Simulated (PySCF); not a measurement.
## Electron correlation in S (sulfur, neutral)

[Ne] 3s2 3p3 4s1, high-spin 5S determinant (an excited configuration). Calculation: PySCF 2.14, in aug-cc-pVTZ-DK (6s5p3d2f, 50 functions); scalar relativity by spin-free X2C-1e. Frozen: [Ne]; 6 electrons correlated.

MP2 pair energies summed by pair of shells (mhartree):

```tsv
pair	energy	share (%)
3s-3p	-58.86	56.9
3p-3p	-20.50	19.8
3s-3s	-10.28	9.9
3p-4s	-8.31	8.0
3s-4s	-5.43	5.3
```

Total MP2 correlation energy: -103.38 mhartree.

Same-spin part -32.81 and opposite-spin part -70.57 mhartree; SCS-MP2 scales them by 1/3 and 6/5 to -95.62 mhartree.
